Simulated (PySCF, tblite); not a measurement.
Isomers of C7H9FO2, one GFN2-xTB conformer each. Single-point energies are computed at PBE0/pcSseg-1 (PySCF, gas phase, no added dispersion term), electronic only.

```tsv
SMILES	GFN2-xTB relative energy (kcal/mol)
CC=C=C[C@@H](F)OC(C)=O	0.0
C=C[C@@]1(OC)C[C@H]1C(=O)F	2.9
COC(=O)CC#C[C@H](C)F	0.6
```

Conformers: `[CH3:1][CH:2]=[C:3]=[CH:4][C@@H:5]([F:6])[O:7][C:8]([CH3:9])=[O:10]` with C3–C4–C5–F6 111°, C4–C5–O7–C8 147°, C5–O7–C8–C9 174°; `[CH2:1]=[CH:2][C@@:3]1([O:4][CH3:5])[CH2:6][C@H:7]1[C:8](=[O:9])[F:10]` with C1–C2–C3–O4 16°, C2–C3–O4–C5 77°, C6–C7–C8–O9 22°; `[CH3:1][O:2][C:3](=[O:4])[CH2:5][C:6]#[C:7][C@H:8]([CH3:9])[F:10]` with C1–O2–C3–O4 -1°, O2–C3–C5–C6 -86°.

Question: What does PBE0/pcSseg-1 give for the same structures?

Answer: 
```tsv
SMILES	PBE0/pcSseg-1 E (Eh)	PBE0/pcSseg-1 (kcal/mol)	GFN2-xTB (kcal/mol)	point group
CC=C=C[C@@H](F)OC(C)=O	-521.77679	0.0	0.0	C1
C=C[C@@]1(OC)C[C@H]1C(=O)F	-521.76774	5.7	2.9	C1
COC(=O)CC#C[C@H](C)F	-521.75744	12.1	0.6	C1
```

Both levels put the same isomer lowest; measured from each level's own lowest isomer, the values differ by up to 11.5 kcal/mol (COC(=O)CC#C[C@H](C)F: 0.6 against 12.1). As drawn, the lowest has cumulated double bonds and a C=C bond outside aromatic rings, which the highest lacks; the highest has a C≡C bond, which the lowest lacks.

Question: Which frontier levels, dipoles and rotational constants go with these structures?

Answer: 
| SMILES | HOMO (eV, PBE0/pcSseg-1) | LUMO (eV) | dipole (D) | A, B, C (MHz) |
| --- | --- | --- | --- | --- |
| CC=C=C[C@@H](F)OC(C)=O | -7.72 | -0.30 | 2.45 | 2968, 542.8, 523.3 |
| C=C[C@@]1(OC)C[C@H]1C(=O)F | -7.53 | -0.77 | 3.95 | 2272, 892.9, 780.9 |
| COC(=O)CC#C[C@H](C)F | -7.65 | -0.06 | 0.65 | 2774, 513.5, 472.7 |

Question: What happens when harmonic zero-point energies from GFN2-xTB frequencies are added?

Answer: 
```json
{"SMILES": "CC=C=C[C@@H](F)OC(C)=O", "ZPE (kcal/mol)": "89.7", "electronic (kcal/mol)": "0.0", "with ZPE (kcal/mol)": "0.0"}
{"SMILES": "C=C[C@@]1(OC)C[C@H]1C(=O)F", "ZPE (kcal/mol)": "90.7", "electronic (kcal/mol)": "5.7", "with ZPE (kcal/mol)": "6.6"}
{"SMILES": "COC(=O)CC#C[C@H](C)F", "ZPE (kcal/mol)": "90.3", "electronic (kcal/mol)": "12.1", "with ZPE (kcal/mol)": "12.8"}
```

The zero-point energies span 1.0 kcal/mol. The order is unchanged.
